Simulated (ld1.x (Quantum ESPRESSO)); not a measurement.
## Before and after: TM semilocal potential for Ru

* Element: ruthenium (Ru)
* Generator: ld1.x (Quantum ESPRESSO) 7.5
* Type: norm-conserving Troullier–Martins (semilocal form)
* Functional: LDA (PZ)
* Relativity: scalar-relativistic
* Frozen core: [Kr]
* Valence charge: 8
* Reference configuration: 4d7 5s1 5p0
* Partial waves: 5p (bound, empty): rc 3.55 bohr; 4d (bound): rc 1.75 bohr; 5s (bound): rc 2.55 bohr
* Local potential: the s channel
* Core correction: Bessel-smoothed model core, default radius (core density twice the valence density)

All-electron outer shells of the reference configuration (LDA (PZ), scalar-relativistic, ld1.x):

| shell | level (eV) | outermost node (bohr) | outermost maximum (bohr) |
| --- | --- | --- | --- |
| 4s | -76.44 | 0.48 | 0.91 |
| 4p | -46.53 | 0.49 | 0.98 |
| 4d | -5.40 | 0.48 | 1.21 |
| 5s | -4.52 | 1.24 | 2.73 |
| 5p | -1.04 | 1.41 | 3.82 |

Change: all radii but the core radius scaled by about 1.25 (s 3.18, p 4.42, d 2.18 bohr).

Cutoffs: the cutoffs (Ry, on a coarse ladder) from which the occupation-weighted sum of valence levels, in a spherical-Bessel basis at the reference potential, stays within 10 and 1 mRy of its value at 400 Ry; they do not see the model core or the augmentation charge, which bear on the density cutoff. Errors are all-electron minus pseudo energies relative to the spin-unpolarised reference configuration.

Task: How do hardness, ghosts and transferability respond?

Result: The potential gets softer (50 Ry and 60 Ry → 40 Ry and 50 Ry); of the 9 tests that both files solve, the error grows in 4 and shrinks in 4 by more than 15 % and 0.3 meV (median size 41.6 → 41.6 meV); neither file shows a bound ghost. A larger radius leaves more room for a smooth pseudo-wave, so fewer plane waves are needed. A semilocal file is local in each channel, so a ghost entry of none says nothing of the separable form that plane-wave codes build from it.

| quantity | base | changed |
| --- | --- | --- |
| cutoff, loose | 50 Ry | 40 Ry |
| cutoff, tight | 60 Ry | 50 Ry |
| loose cutoff by channel (10 mRy a level) | d 40 Ry, s 6 Ry | d 35 Ry, s 6 Ry |
| bound ghosts | none | none |
| error for 4d7 5s0 5p0, meV [ΔE 7.61 eV] | -14 | -10 |
| error for 4d6 5s0 5p0, meV [ΔE 26.05 eV] | -41 | -77 |
| error for 4d5 5s0 5p0, meV [ΔE 56.90 eV] | -300 | -392 |
| error for 4d7.5 5s0.5 5p0, meV [ΔE -0.28 eV] | -13 | -8.6 |
| error for 4d6 5s1 5p0, meV [ΔE 10.32 eV] | -42 | -26 |
| error for 4d6 5s1 5p1, meV [ΔE 5.66 eV] | -65 | -35 |
| error for 4d4 5s0 5p0, meV [ΔE 101.61 eV] | -1004 | -1116 |
| error for 4d7 5s1 5p0 (spin-polarised), meV [ΔE -1.65 eV] | +43 | +63 |
| error for 4d7 5s0 5p0 (spin-polarised), meV [ΔE 6.36 eV] | +17 | +42 |
